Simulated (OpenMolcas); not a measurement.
K: effect of the active space

```yaml
Program: OpenMolcas
Method: CASSCF
Basis: ANO-RCC-VDZP
Scalar_Hamiltonian: X2C, point nucleus
Spin-orbit_coupling: state interaction with AMFI integrals over the reference wave functions, term energies averaged over their components
```

A. 1 electron in 4 orbitals (4s 4p); 2S+1 = 2 even, 1 root; 2S+1 = 2 odd, 3 roots; cost roughly 6 core-seconds
B. 1 electron in 9 orbitals (3d 4s 4p); 2S+1 = 2 even, 1 root; 2S+1 = 2 odd, 3 roots; cost roughly 7 core-seconds

Energies in cm⁻¹ above 4s ²S_1/2, the measured ground level; measured values from NIST Handbook of Basic Atomic Spectroscopic Data.

```json
{"Level": "4s ²S_1/2", "A": "0.0", "B": "0.0", "Measured": "0.0"}
{"Level": "4p ²P°_1/2", "A": "11538", "B": "11538", "Measured": "12985"}
{"Level": "4p ²P°_3/2", "A": "11576", "B": "11576", "Measured": "13043"}
```

Deviations, from unrounded energies. A percentage is the sum of absolute deviations over the sum of measured energies, with the sign that they share, or ± where signs differ.

```json
{"Against measurement": "mean absolute deviation (cm-1)", "Levels": "2", "A": "1500", "B": "1500"}
{"Against measurement": "other configurations (%)", "Levels": "2", "A": "-11.2", "B": "-11.2"}
```

A, B lie about equally close to measurement. The largest miss of A in the table is 4p ²P°_3/2, by -1500 cm-1. The ranking rests on the paired levels alone, and a cruder setting can come out closer through cancelling errors.

Between A and B no level of the table moves by more than 5 cm-1.

ANO sets are built for ground and valence states and can reach diffuse excited orbitals poorly. With one active electron the reference holds no correlation, so core polarisation is missing. No level of 3d was computed, though it lies in the active space (holds for B). Computed and measured levels are paired by configuration, term and J; levels that our copy of the source lacks, or whose pairing is in doubt (as where it misses far off the trend of its configuration), stay unpaired and out of the deviations. Only configurations of the active space appear.

° marks odd parity.
